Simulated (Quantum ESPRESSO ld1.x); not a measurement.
Q: The mean radii <r> (bohr) of the occupied orbitals of an atom or ion are listed with their occupations. Calculated with ld1.x of Quantum ESPRESSO 7.5: scalar-relativistic Kohn-Sham, exchange-only LDA, spin-polarised, spherical densities, point nucleus.

orbital  occ.      <r>
1s up       1  0.04556
1s down     1  0.04556
2s up       1   0.2031
2s down     1   0.2031
2p up       3   0.1774
2p down     3   0.1774
3s up       1   0.5998
3s down     1   0.5995
3p up       3   0.6186
3p down     3   0.6179
3d up       5   0.6815
3d down     5   0.6765
4s up       1    1.887
4s down     1    1.870
4p up       2    2.347
5p up       1    8.376

Name the element and its charge. Open shells, if any, are filled with parallel spins first.

A: Z = 33, arsenic, charge 0: As in [Ar] 3d10 4s2 4p2 5p1. The 1s radius gives Z: for a bare nucleus <r> = (2 gamma + 1)/(2Z) with gamma = sqrt(1 - (Z/c)^2), 0.04456 bohr for Z = 33, and screening makes it slightly larger (0.04556 here). The occupations add up to 33, and the charge is Z minus that.
